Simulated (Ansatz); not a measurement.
Saddle point of CH$_{6}$Sn, closed shell (SnH₂ + CH₄ → CH₄Sn ([CH2][SnH2]) + H₂; bonds formed: Sn1–C3, H2–H4; bonds broken: H2–C3, C3–H4), PBE0-D4/def2-TZVP structure:

```xyz
8
angstrom
Sn -0.5897 1.4879 0.3568
H 0.0226 -1.2584 -0.0937
C 0.6707 -0.1425 -0.3024
H 0.5587 -1.9093 -0.3713
H -2.0938 1.1983 -0.4725
H -1.0221 1.0345 1.9820
H 1.5866 -0.2601 0.2745
H 0.8668 -0.1503 -1.3734
```

Energies are electronic, without zero-point energy. Barriers and step energies count from the start structure reached by relaxing down the imaginary mode; all methods use the PBE0-D4 structures, on which another method's saddle can fall below an end. Ansatz 0.2.0; basis: def2-TZVPP, with def2-QZVPP for the basis limit; cores frozen in the correlated methods. Filled d shells of the heavier atoms are correlated. Core potentials replace the inner electrons of the atoms past krypton. The def2 sets are not built for correlating such inner shells, so the correlated values are less sure here. B3LYP uses VWN-RPA correlation. Extrapolation: Hartree–Fock as exp(−7.88 √X), correlation as X^−2.97.

```
      method  barrier (kJ/mol)  step energy (kJ/mol)
       SPW92             251.6                 197.7
      PBE-D4             271.8                 197.9
     BLYP-D4             283.1                 204.9
   r2SCAN-D4                 ?                 201.4
      B97M-V                 ?                 209.5
     PBE0-D4             302.1                 209.8
    B3LYP-D4             307.1                 214.7
  r2SCAN0-D4             309.7                 212.4
    BHLYP-D4             340.3                 228.7
CAM-B3LYP-D4             329.3                 218.0
     wB97X-V             338.7                 212.8
     wB97M-V                 ?                 213.1
      B2PLYP             313.8                 200.5
    PBE-QIDH             321.4                 202.0
  RPA on PBE             304.7                 186.4
          HF             390.0                 243.5
         MP2             325.7                 182.7
        CCSD             332.6                 200.9
     CCSD(T)             311.8                 185.9
```

Task: Fill in the withheld barriers. (An estimate is asked for; the value comes from the calculation.)

Result: The calculation gives: r2SCAN-D4 284.1; wB97M-V 333.3; B97M-V 294.6 kJ/mol. Each is the energy of the saddle less that of the start structure, by the same method.

For comparison, the barrier by CCSD(T) at an estimated basis limit (MP2 extrapolated from triple and quadruple zeta, plus CCSD(T) − MP2 in triple zeta) is 309.8 kJ/mol.

T1 diagnostic: at most 0.029. The T1 diagnostic is large here, which may signal multireference character or strong orbital relaxation, so CCSD(T) is less sure. The restricted Hartree–Fock reference is unstable towards an unrestricted one at one or more of these structures. The start structure is not quite a true minimum (one mode of 87i cm⁻¹).

Labels in which every atom is bracketed show which atoms are joined, not bond orders.

For scale, one of the runs: CCSD(T)/def2-TZVPP, 165 basis functions (an equivalent command: `ansatz run in.yaml --threads 2`). Hardware: 2 CPU threads, shared host. Wall time 37 s; peak host memory 1.5 GiB.
